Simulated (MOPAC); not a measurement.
MOPAC input (PM7):

```
PM7 PRECISE GNORM=0.05 LET XYZ UHF MS=0.5 GEO-OK AUX(PRECISION=9) THREADS=1
C4H5S

C    -1.27181763 1    0.04497988 1    0.05803607 1
C    -0.79276306 1   -1.25623525 1   -0.06932325 1
C     0.57274402 1   -1.36504895 1   -0.13660615 1
C     1.30015021 1   -0.05938108 1   -0.06042966 1
S    -0.00424744 1    1.23162066 1    0.10135521 1
H    -2.30176463 1    0.35411401 1    0.12743714 1
H    -1.45871037 1   -2.10793787 1   -0.11083390 1
H     1.11161647 1   -2.29592116 1   -0.23609882 1
H     1.97096976 1    0.00686322 1    0.80157416 1
H     1.89596663 1    0.15106361 1   -0.95382408 1
```

Output:

```
 *******************************************************************************
 **                                                                           **
 **                              MOPAC v23.2.5                                **
 **                                                                           **
 *******************************************************************************
 ** MOPAC's Digital Object Identifier: https://doi.org/10.5281/zenodo.6511958 **
 **                                                                           **
 ** Please cite the open-source release paper for use of this MOPAC version:  **
 ** J. E. Moussa and J. J. P. Stewart (2026)                                  **
 ** MOPAC: An open-source semiempirical molecular orbital program             **
 ** J. Open Source Softw., 11(119), 8025, https://doi.org/10.21105/joss.08025 **
 *******************************************************************************

                              PM7 CALCULATION RESULTS

 *******************************************************************************
 *  PM7        - The PM7 Hamiltonian to be used
 *  GEO-OK     - OVERRIDE INTERATOMIC DISTANCE AND OTHER SAFETY CHECKS
 *  UHF        - UNRESTRICTED HARTREE-FOCK CALCULATION
 *  MS=        - IN MECI, MAGNETIC COMPONENT OF SPIN =  0.5
 *  LET        - OVERRIDE SOME SAFETY CHECKS
 *  PRECISE    - TIGHTER CRITERIA TO BE USED
 *  XYZ        - CARTESIAN COORDINATE SYSTEM TO BE USED
 *  GNORM      - EXIT WHEN GRADIENT NORM DROPS BELOW 0.050
 *  AUX        - OUTPUT AUXILIARY INFORMATION
 *******************************************************************************
PM7 PRECISE GNORM=0.05 LET XYZ UHF MS=0.5 GEO-OK AUX(PRECISION=9) THREADS=1
 C4H5S

   ATOM   CHEMICAL          X               Y               Z
  NUMBER   SYMBOL      (ANGSTROMS)     (ANGSTROMS)     (ANGSTROMS)

     1       C         -1.27181763  *   0.04497988  *   0.05803607  *
     2       C         -0.79276306  *  -1.25623525  *  -0.06932325  *
     3       C          0.57274402  *  -1.36504895  *  -0.13660615  *
     4       C          1.30015021  *  -0.05938108  *  -0.06042966  *
     5       S         -0.00424744  *   1.23162066  *   0.10135521  *
     6       H         -2.30176463  *   0.35411401  *   0.12743714  *
     7       H         -1.45871037  *  -2.10793787  *  -0.11083390  *
     8       H          1.11161647  *  -2.29592116  *  -0.23609882  *
     9       H          1.97096976  *   0.00686322  *   0.80157416  *
    10       H          1.89596663  *   0.15106361  *  -0.95382408  *

          CARTESIAN COORDINATES

    NO.       ATOM           X           Y           Z

     1         C         -1.2718      0.0450      0.0580
     2         C         -0.7928     -1.2562     -0.0693
     3         C          0.5727     -1.3650     -0.1366
     4         C          1.3002     -0.0594     -0.0604
     5         S         -0.0042      1.2316      0.1014
     6         H         -2.3018      0.3541      0.1274
     7         H         -1.4587     -2.1079     -0.1108
     8         H          1.1116     -2.2959     -0.2361
     9         H          1.9710      0.0069      0.8016
    10         H          1.8960      0.1511     -0.9538

 General Reference for PM7:
 "Optimization of Parameters for Semiempirical Methods VI: More Modifications to the
 NDDO Approximations and Re-optimization of Parameters", J. J. P. Stewart, J. Mol. Mod., 1:32, 19 (2013)
 https://link.springer.com/article/10.1007/s00894-012-1667-x

           Empirical Formula: C4 H5 S  =    10 atoms

      MOLECULAR POINT GROUP   :   Cs

          UHF CALCULATION, NO. OF ALPHA ELECTRONS =   14
                           NO. OF BETA  ELECTRONS =   13

          Geometry optimization using EF

          DIAGONAL MATRIX USED AS START HESSIAN

 CYCLE:     1  GRAD.:    30.654 HEAT:  31.69090
 CYCLE:     2  GRAD.:   221.923 HEAT:  44.85055
 CYCLE:     3  GRAD.:    52.778 HEAT:  32.29059
 CYCLE:     4  GRAD.:   481.906 HEAT:  71.06699
 CYCLE:     5  GRAD.:   234.055 HEAT:  54.21478
 CYCLE:     6  GRAD.:   171.293 HEAT:  42.89706
 CYCLE:     7  GRAD.:   260.031 HEAT:  55.98463
 CYCLE:     8  GRAD.:   160.317 HEAT:  41.59347
 CYCLE:     9  GRAD.:   457.032 HEAT:  54.24715
 CYCLE:    10  GRAD.:   312.315 HEAT:  70.08552
 CYCLE:    11  GRAD.:   163.639 HEAT:  42.45189
 CYCLE:    12  GRAD.:   208.839 HEAT:  52.31998
 CYCLE:    13  GRAD.:    48.001 HEAT:  32.04759
 CYCLE:    14  GRAD.:    56.583 HEAT:  32.61089
 CYCLE:    15  GRAD.:    37.826 HEAT:  31.81156
 CYCLE:    16  GRAD.:    24.191 HEAT:  31.39406
 CYCLE:    17  GRAD.:    12.886 HEAT:  31.18002
 CYCLE:    18  GRAD.:    17.170 HEAT:  31.20807
 CYCLE:    19  GRAD.:     0.988 HEAT:  31.10681
 CYCLE:    20  GRAD.:     0.250 HEAT:  31.10634
 CYCLE:    21  GRAD.:     0.135 HEAT:  31.10631
 CYCLE:    22  GRAD.:     0.079 HEAT:  31.10630
 CYCLE:    23  GRAD.:     0.180 HEAT:  31.10631
 CYCLE:    24  GRAD.:     0.021 HEAT:  31.10630

     GRADIENT =  0.02108 IS LESS THAN CUTOFF =  0.05000

 -------------------------------------------------------------------------------
 PM7 PRECISE GNORM=0.05 LET XYZ UHF MS=0.5 GEO-OK AUX(PRECISION=9) THREADS=1
 C4H5S

     GEOMETRY OPTIMISED USING EIGENVECTOR FOLLOWING (EF).
     SCF FIELD WAS ACHIEVED

                              PM7 CALCULATION
                                                       MOPAC v23.2.5 Linux

          FINAL HEAT OF FORMATION =         31.10630 KCAL/MOL =     130.14875 KJ/MOL

          COSMO AREA              =        115.70 SQUARE ANGSTROMS
          COSMO VOLUME            =        104.76 CUBIC ANGSTROMS

          GRADIENT NORM           =          0.02108          =       0.00666 PER ATOM
          IONIZATION POTENTIAL    =          8.000745 EV
          ALPHA SOMO LUMO (EV)    =         -8.001 -0.108
          BETA  SOMO LUMO (EV)    =         -8.998 -0.584
          NO. OF ALPHA ELECTRONS  =         14
          NO. OF BETA  ELECTRONS  =         13
          MOLECULAR WEIGHT        =         85.1435         POINT GROUP:  Cs

          MOLECULAR DIMENSIONS (Angstroms)

            Atom       Atom       Distance
            H     9    H     6     4.38381
            S     5    H     8     3.43759
            H    10    H     6     1.73515

          SCF CALCULATIONS        =         25

   ATOM   CHEMICAL          X               Y               Z
  NUMBER   SYMBOL      (ANGSTROMS)     (ANGSTROMS)     (ANGSTROMS)

     1       C         -1.28575257  *   0.05218445  *   0.05922282  *
     2       C         -0.79329849  *  -1.25009559  *  -0.06879502  *
     3       C          0.58270057  *  -1.34963644  *  -0.13576663  *
     4       C          1.31365381  *  -0.06119476  *  -0.06115543  *
     5       S         -0.02008903  *   1.22217265  *   0.10125608  *
     6       H         -2.32063516  *   0.32774074  *   0.12607668  *
     7       H         -1.44910413  *  -2.11212354  *  -0.11158847  *
     8       H          1.12816454  *  -2.27122071  *  -0.23477593  *
     9       H          1.99680200  *  -0.01067971  *   0.80652828  *
    10       H          1.92116249  *   0.13474148  *  -0.96373989  *

                             CARTESIAN COORDINATES

   1    C       -1.285752572     0.052184446     0.059222819
   2    C       -0.793298492    -1.250095590    -0.068795022
   3    C        0.582700570    -1.349636442    -0.135766631
   4    C        1.313653813    -0.061194757    -0.061155431
   5    S       -0.020089032     1.222172647     0.101256082
   6    H       -2.320635159     0.327740743     0.126076679
   7    H       -1.449104128    -2.112123542    -0.111588474
   8    H        1.128164545    -2.271220708    -0.234775930
   9    H        1.996802004    -0.010679709     0.806528279
  10    H        1.921162490     0.134741482    -0.963739888

           Empirical Formula: C4 H5 S  =    10 atoms

      MOLECULAR POINT GROUP   :   Cs

          ALPHA EIGENVALUES
 -30.68205 -24.94898 -24.84537 -19.96015 -18.42002 -17.03915 -15.35197 -13.72828
 -13.41056 -12.56544 -12.03069 -10.96629  -9.87651  -8.00075  -0.10777   0.39073
   0.63046   1.00109   1.09492   1.26057   1.85858   2.72281   3.90952   4.64009
   5.03494   5.37151   5.67172   5.88576   5.98143   6.02687

           BETA EIGENVALUES
 -30.56051 -24.88420 -24.65316 -19.76147 -18.28769 -16.96616 -15.08752 -13.61751
 -13.30709 -12.47407 -11.33536 -10.82933  -8.99772  -0.58358  -0.06027   0.52462
   1.01238   1.02910   1.19979   1.83260   1.90696   2.89661   4.08824   4.74174
   5.11614   5.47557   5.69515   5.92432   6.04098   6.12377

              NET ATOMIC CHARGES AND DIPOLE CONTRIBUTIONS

  ATOM NO.   TYPE          CHARGE      No. of ELECS.   s-Pop       p-Pop       d-Pop
    1          C          -0.283625        4.2836     1.11366     3.16996
    2          C          -0.141857        4.1419     1.08249     3.05937
    3          C          -0.180857        4.1809     1.09488     3.08598
    4          C          -0.331115        4.3311     1.08193     3.24918
    5          S           0.101432        5.8986     1.88717     3.88127     0.13014
    6          H           0.173089        0.8269     0.82691
    7          H           0.160376        0.8396     0.83962
    8          H           0.155857        0.8441     0.84414
    9          H           0.173350        0.8266     0.82665
   10          H           0.173350        0.8266     0.82665
 DIPOLE           X         Y         Z       TOTAL
 POINT-CHG.     0.748    -0.306    -0.057     0.810
 HYBRID        -0.008    -0.769    -0.063     0.771
 SUM            0.740    -1.074    -0.120     1.310

          ATOMIC ORBITAL ELECTRON POPULATIONS

     Atom    s        px        py        pz      x^2-y^2     xz        z^2       yz        xy
    1  C   1.11366   1.07110   0.99378   1.10509
    2  C   1.08249   1.01530   1.03966   1.00441
    3  C   1.09488   1.00058   1.03592   1.04948
    4  C   1.08193   1.06863   1.00675   1.17381
    5  S   1.88717   0.90226   1.14680   1.83221   0.00863   0.01803   0.02217   0.01979   0.06151
    6  H   0.82691
    7  H   0.83962
    8  H   0.84414
    9  H   0.82665
   10  H   0.82665

                    (SZ)    =    0.500000
                    (S**2)  =    0.868934

          ATOMIC ORBITAL SPIN POPULATIONS

    Atom   Total    s     px     py     pz   x^2-y^2  xz     z^2    yz     xy
         Atomic
    1  C  0.6454  0.019  0.024  0.031  0.571
    2  C -0.3805 -0.015 -0.024 -0.023 -0.318
    3  C  0.6131  0.017  0.025  0.023  0.549
    4  C -0.0281 -0.004 -0.009 -0.013 -0.002
    5  S  0.1302  0.003 -0.010 -0.021  0.130  0.000  0.008  0.004  0.017 -0.001
    6  H -0.0179 -0.018
    7  H  0.0110  0.011
    8  H -0.0176 -0.018
    9  H  0.0222  0.022
   10  H  0.0222  0.022

 **********************
 *                    *
 * JOB ENDED NORMALLY *
 *                    *
 **********************

 == MOPAC DONE ==
```

The geometry given is a B3LYP-D3(BJ)/def2-TZVP minimum.

The determinant is spin-contaminated: <S^2> is 0.87 against 0.75 for a pure state.
